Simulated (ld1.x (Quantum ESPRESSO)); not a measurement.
## Configuration tests for F (Z = 9) (TM)

```
Element                 : fluorine
Generator               : ld1.x (Quantum ESPRESSO) 7.5
Type                    : norm-conserving Troullier–Martins (Kleinman–Bylander form)
Functional              : PBE
Relativity              : scalar-relativistic
Frozen core             : [He]
Valence charge          : 7
Reference configuration : 2s2 2p5
Partial waves           : 2s (bound): rc 0.70 bohr; 3d channel at 0.45 Ry: rc 0.75 bohr; 2p (bound): rc 0.85 bohr
Local potential         : the p channel
Core correction         : a·sin(br)/r model core inside 0.35 bohr
```

Energies are relative to the spin-unpolarised reference configuration 2s2 2p5; without spin polarisation the order of configurations can differ from experiment.

```csv
valence configuration,charge,ΔE all-electron (eV),error AE − PS (meV)
2s2 2p4,+1,19.390,-2.1
2s2 2p3,+2,57.775,+3.9
2s2 2p2,+3,118.413,+62
2s1 2p6,0,18.814,+9.2
2s2 2p5.3,-0.3,-2.670,+0.3
```

Problem. What are ΔE and the potential's error for 2s2 2p1?

Solution. ΔE = 204.215 eV all-electron; the error (AE − PS) is +285 meV.

Problem. What are ΔE and the potential's error for 2s2 2p4.5?

Solution. ΔE = 7.543 eV all-electron; the error (AE − PS) is -1.0 meV.
